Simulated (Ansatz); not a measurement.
Reaction (ligand exchange at the Si–C bond): `O[SiH](O)CCl` + `[NH2][GeH2][OH]` → `[OH][GeH2][NH][SiH](O)O` + `CCl`

Gas-phase electronic energies from Ansatz, PBE0-D4/def2-TZVP geometries. CCSD(T)/CBS is the MP2 limit (def2-TZVPP, def2-QZVPP) plus CCSD(T) − MP2 in def2-TZVPP, frozen cores. This one scheme is used for every species. DFT in def2-TZVPP. B3LYP here is the variant with VWN-RPA as its local correlation; programs differ in this. For Ge outer-core shells are correlated without core-valence functions, which leaves a few kJ/mol of doubt a bond. Scalar relativity is left out up to krypton. One conformer a species, not always the lowest.

| level | ΔE (kJ/mol) | difference from CCSD(T)/CBS |
| --- | --- | --- |
| r2SCAN-D4 | -101.5 | 0.7 |
| PBE0-D4 | -99.0 | 3.2 |
| B2PLYP | -102.2 | 0.0 |
| r2SCAN | -100.5 | 1.7 |
| B3LYP | -97.9 | 4.3 |
| HF/def2-TZVPP | -102.3 | -0.1 |
| MP2/def2-TZVPP | -106.6 | -4.4 |
| SCS-MP2/def2-TZVPP | -105.3 | -3.1 |
| CCSD/def2-TZVPP | -104.4 | -2.2 |
| CCSD(T)/def2-TZVPP | -105.1 | -2.9 |
| HF/def2-QZVPP | -102.2 | 0.0 |
| MP2/def2-QZVPP | -104.8 | -2.6 |
| SCS-MP2/def2-QZVPP | -103.6 | -1.4 |
| HF/CBS(def2) | -102.1 | 0.1 |
| MP2/CBS(def2) | -103.7 | -1.5 |
| CCSD/CBS(def2) | -101.5 | 0.7 |
| CCSD(T)/CBS | -102.2 | 0 |

Largest T1 diagnostic among the species: 0.012.

From PBE to PBE0 (25 % exact exchange), in def2-TZVPP and without D4, ΔE moves by −3.3 kJ/mol. The D4 term adds −5.6 kJ/mol with B3LYP and −3.2 kJ/mol with PBE0; it sums over pairs of atoms, weighted by their polarisabilities, and B3LYP, whose exchange is more repulsive, gets the larger term.
